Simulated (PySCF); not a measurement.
Species: C₄HN₃.
Numbering: `[N:1]#[C:2][CH:3]([C:4]#[N:5])[C:6]#[N:7]` (hydrogens: H8 on C3)

A GFN2-xTB structure was refined with PySCF 2.14.0, PBE0-D3(BJ)/def2-SVP geometry optimisation, gas phase. Its GFN2-xTB values:

```csv
coordinate,GFN2-xTB
N1≡C2,1.139 Å
C2–C3,1.457 Å
C3–H8,1.101 Å
C4≡N5,1.139 Å
N1–C2–C3,179.9°
C2–C3–C4,109.6°
```

Problem. How do these coordinates change at the PBE0-D3(BJ)/def2-SVP level?

Solution. 
```
coordinate  PBE0-D3(BJ)/def2-SVP (Å or °)  change
     C4≡N5                          1.154  +0.015
     N1≡C2                          1.154  +0.015
     C2–C3                          1.471  +0.014
     C3–H8                          1.107  +0.006
  C2–C3–C4                          111.4    +1.8
  N1–C2–C3                          178.8    -1.1
```

The energy falls by 7.4 kJ/mol over 5 energy and gradient evaluations, the largest force component goes from 0.0369 to 4.4e-04 Eh/bohr, and the atoms move by 0.056 Å rms after alignment. Among the bonds, N1≡C2, C2–C3, C3–C4, C4≡N5, C3–C6 and C6≡N7 change most and about equally (+0.014 to +0.015 Å). Bonds longer at the end by more than 0.005 Å: 7 of 7; shorter: 0. Rotational constants go from 2963, 2963, 1579 to 2864, 2860, 1505 MHz.

The run used 103 basis functions and 36 SCF cycles in all. The run took 17 s on Arm Neoverse V1, one thread, shared host.

No PBE0-D3(BJ)/def2-SVP frequencies stand behind this structure, so it isn't proved a minimum.
